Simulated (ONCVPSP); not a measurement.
**Transferability test, ONCV potential for Sc (Z = 21)**

* Element: scandium (Sc)
* Generator: ONCVPSP 4.0.1
* Type: optimised norm-conserving Vanderbilt (ONCV)
* Functional: PBEsol
* Relativity: scalar-relativistic
* Frozen core: [Ar]
* Valence charge: 3
* Reference configuration: 3d1 4s1 4p1
* Partial waves: 4s: rc 3.20 bohr, ncon 4, nbas 7, qcut 2.4 1/bohr, 1 projector; 4p: rc 3.00 bohr, ncon 5, nbas 8, qcut 2.4 1/bohr, 2 projectors, debl 1.4 Ha; 3d: rc 2.05 bohr, ncon 3, nbas 8, qcut 9 1/bohr, 1 projector; f scattering state at 0.04 Ha: rc 2.70 bohr, ncon 3, nbas 7, qcut 3.8 1/bohr, 2 projectors, debl 0.4 Ha
* Local potential: polynomial inside 1.35 bohr (lpopt 5, dvloc0 2 Ha)
* Core correction: Teter function, fcfact 2.5, rcfact 1.6

Energies are relative to the spin-unpolarised reference configuration 3d1 4s1 4p1; without spin polarisation the order of configurations can differ from experiment.

```csv
valence configuration,charge,ΔE all-electron (eV),error AE − PS (meV)
3d1 4s2 4p0,0,-2.791,-8.7
3d1 4s1 4p0,+1,4.112,-12
3d1 4s0 4p0,+2,16.763,-170
3d2 4s0 4p0,+1,4.746,-126
```

Levels in the configuration 3d1 4s1 4p0:

```csv
level,all-electron (eV),pseudo (eV)
3d,-9.980,-9.972
4s,-9.721,-9.776
```

Note: ghosts flagged at negative energy: s at -38.8 eV; GHOST(+) flagged for p at 45.4 eV. A true bound ghost makes a file unfit for plane-wave use.
